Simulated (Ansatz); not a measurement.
System: MnBr, charge 0, multiplicity 7. The spin state was set by rule; other spins were not relaxed. SMILES: [Mn][Br]
Geometry from a B3LYP-D3(BJ)/def2-TZVP (Ansatz, a quantum-chemistry and plane-wave program) optimisation:
```xyz
2

Mn     0.0000     0.0000    -1.4063
Br     0.0000     0.0000     1.0045
```
Charge 0, spin multiplicity 7.

Quantity: atomisation energy (electronic, to ground-state atoms), in kJ/mol. Correlated levels leave the core frozen unless marked. Open shells are spin-unrestricted. Spin-orbit coupling is left out. Frozen are the shells of the preceding noble gas and the d and f shells that filled before the atom's block. Non-relativistic. The coupled-cluster limit lacks core correlation, which all-electron functionals hold. Basis-set limits of correlation are two-point, X^-3; Hartree-Fock from the larger set.

| level | program | atomisation energy (kJ/mol) |
|---|---|---|
| SVWN5/def2-TZVPD | Ansatz | 376.5 |
| PBE-D4/def2-TZVPD | Ansatz + dftd4 | 344.4 |
| revPBE/def2-TZVPD | Ansatz | 326.0 |
| r2SCAN-D3(BJ)/def2-TZVPD | Ansatz + dftd3 | 362.0 |
| PBE0-D4/def2-TZVPD | Ansatz + dftd4 | 330.1 |
| r2SCAN0/def2-TZVPD | Ansatz | 339.9 |
| MP2/def2-SVP | Ansatz | 293.4 |

### Question
Predict the CCSD(T)/CBS(def2-TZVPPD,def2-QZVPPD) result (Ansatz).

### Answer
307.3 kJ/mol, so MP2/def2-SVP differs from it by -13.9 kJ/mol.
